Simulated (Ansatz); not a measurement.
A run for Ansatz (a program for electronic structure): U-PBE0/def2-TZVPP on GeH3O3 (SMILES [OH][Ge]([OH])[OH]).

Ansatz 0.2 input:
```yaml
crystal:
  periodic: [false, false, false]
  atoms:
    - {symbol: O, position_ang: [-1.00484998, -1.06018874, -0.79520945]}
    - {symbol: Ge, position_ang: [-0.21506950, -0.07633105, 0.47968482]}
    - {symbol: O, position_ang: [-0.32904980, 1.62889466, -0.06453049]}
    - {symbol: O, position_ang: [1.52692344, -0.50021382, 0.42894984]}
    - {symbol: H, position_ang: [-1.90153802, -0.75166525, -0.99201195]}
    - {symbol: H, position_ang: [0.25046350, 2.21457305, 0.44449609]}
    - {symbol: H, position_ang: [1.67302036, -1.45506885, 0.49872113]}
basis:
  gaussian:
    orbitals: def2-TZVPP
hamiltonian:
  xc: {name: PBE0}
magnetization: {spin_polarized: true, initial_magnetization: 1}
```

Output:

```
WARN ansatz: RAYON_NUM_THREADS=4 ignored (pool sized by the plan → 4); use --threads N
Functional definition: PBE0
integrals: 0.09 GiB planned
1031 factors; their error is unknown
mean field: 1.19 GiB planned
mean field evaluation 1: about -62685.3672 eV, gradient 6.4e1 eV
mean field evaluation 2: about -62652.7856 eV, gradient 1.1e2 eV
mean field evaluation 4: about -62698.2909 eV, gradient 2.9e0 eV
mean field evaluation 8: about -62698.3123 eV, gradient 3.7e-2 eV
mean field evaluation 16: about -62698.5972 eV, gradient 1.4e-4 eV
mean field -62698.59719074 eV, -2304.1309481240 hartree, gradient 1.3e-5 eV, S^2 0.753703; 0 other end points of the search recorded, 0 dependent functions left out
reference -62698.59721549 eV, -2304.1309490336 hartree; 30, 29 occupied and 153, 154 virtual orbitals, 1031 factors
Total energy: -62698.59721549 eV, -2304.1309490336 hartree
```

Self-consistency was reached.

Cost: roughly 10 core-seconds.
